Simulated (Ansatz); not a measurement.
Coupled-cluster diagnostics for Li₂Cl₂⁺, Ansatz.

Geometry of the doublet (PBE-D4/def2-TZVP):

| atom | x (Å) | y (Å) | z (Å) |
| --- | --- | --- | --- |
| Li1 | -0.051 | -2.064 | 2.588 |
| Li2 | 0.015 | 0.673 | -0.841 |
| Cl3 | 0.039 | 2.098 | -2.645 |
| Cl4 | -0.004 | -0.707 | 0.897 |

Correlated methods freeze 10 core orbitals; core or outer-core shells of Li are correlated, in sets that lack core-valence functions. Another isomer (doublet) lies 0.60 eV lower at PBE0-D4/def2-TZVP; other spin states weren't run for this one.

Estimate the CCSD(T) correlation energy, the shares of MP2 and (T), T1 and the reference's ⟨S²⟩ for: charge 1, doublet, own geometry in def2-TZVPP; and the rough time on 4 threads of Arm Neoverse N1 on a shared host.


```json
{"state": "charge 1, doublet, own geometry", "basis": "def2-TZVPP", "correlation (eV)": "-13.221", "MP2 share (%)": "87.0", "(T) share (%)": "2.9", "T1": "0.005", "⟨S²⟩ (pure)": "0.76 (0.75)", "wall time": "26 s"}
```
Customary marks for T1 are 0.02 (closed shells), 0.045 (open shells) and about 0.05 (3d metals). T1 stays under 0.02 throughout.
